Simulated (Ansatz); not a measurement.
Calculated with Ansatz (gas phase, PBE0-D4/def2-TZVP geometries, no zero-point term in ΔE). CCSD(T)/CBS adds triple-zeta CCSD(T) − MP2 to the extrapolated MP2 energy (def2 sets, frozen cores). DFT in def2-TZVPP. B3LYP here is the variant with VWN-RPA as its local correlation; programs differ in this. Each species was taken in one conformer, which may not be the lowest.

`C[SiH](O)[SiH](O)O` + `C[NH][AlH2]` → `CN[SiH](C)O` + `O[SiH](O)[AlH2]`  (redistribution)

| level | ΔE (kJ/mol) |
| --- | --- |
| ωB97M-V | 37.7 |
| B3LYP | 38.4 |
| HF/def2-TZVPP | 30.3 |
| MP2/def2-QZVPP | 38.8 |

Problem. What does CCSD(T)/CBS give? (Best estimate.)

Solution. Ansatz gave: +36.1 kJ/mol. The listed levels differ from it by 1.6, 2.3, -5.8, 2.7 kJ/mol.

Largest T1 diagnostic among the species: 0.013.

In def2-TZVPP, CCSD(T) changes the Hartree–Fock value by +7.1 kJ/mol (the triples alone add +1.3 kJ/mol) and MP2 by +9.5 kJ/mol.
